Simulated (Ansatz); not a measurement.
`BC(=O)OC` + `[SiH3][GaH][SH]` → `B[S][GaH][SiH3]` + `COC=O` at 298.15 K and 1 bar (ligand exchange at a B–C bond).

Isolated molecules relaxed with PBE0-D4/def2-TZVP in Ansatz; ΔE leaves out vibrations. CCSD(T)/CBS is the MP2 limit (def2-TZVPP, def2-QZVPP) plus CCSD(T) − MP2 in def2-TZVPP, frozen cores. For Ga outer-core shells are correlated without core-valence functions, which leaves a few kJ/mol of doubt a bond. Scalar relativity is left out up to krypton. Each species was taken in one conformer, which may not be the lowest.

```tsv
species	CCSD(T)/CBS energy (Eh)	H − E (kJ/mol)	S (J/(mol·K))
`BC(=O)OC`	-254.22022	209.2	322.0
`[SiH3][GaH][SH]`	-2613.82650	127.4	349.8
`B[S][GaH][SiH3]`	-2639.22992	166.4	375.9
`COC=O`	-228.84804	177.9	283.9
```

H − E and S are ideal-gas, rigid-rotor, harmonic terms from PBE0-D4/def2-TZVP, for one conformer and one mirror image of each species. 1 Eh = 2625.50 kJ/mol, R = 8.31446 J/(mol·K).

Problem. By hand: ΔE, ΔH, ΔS and ΔG.

Solution. ΔE = (-2639.22992) + (-228.84804) − (-254.22022) − (-2613.82650) = -0.03124 Eh = -82.0 kJ/mol. Δ(H − E) = 166.4 + 177.9 − 209.2 − 127.4 = 7.7, so ΔH = -74.3 kJ/mol. ΔS = 375.9 + 283.9 − 322.0 − 349.8 = -12.0 J/(mol·K). ΔG = -74.3 − 298.15 × (-12.0)/1000 = -70.7 kJ/mol.

Problem. By hand: the equilibrium constant, and the temperature at which ΔG would vanish if ΔH and ΔS stayed fixed.

Solution. log₁₀ K = −ΔG/(RT ln 10) = 12.4. ΔG = 0 at ΔH/ΔS = 6192 K, far beyond where these terms or the molecules hold.

The number of gas molecules stays the same, so ΔS is small and ΔH decides. A doubt of 5 kJ/mol in ΔE shifts log₁₀ K by 0.9 here. Other conformers and mirror images would add mixing entropy, several J/(mol·K) or more a flexible species. Modes under 60 cm⁻¹, often nearly free rotors, make the harmonic entropy too high. These are equilibria of isolated gas molecules and say nothing of rates. Largest T1 diagnostic: 0.018 (customary marks: 0.02 for closed shells, 0.045 for open ones).
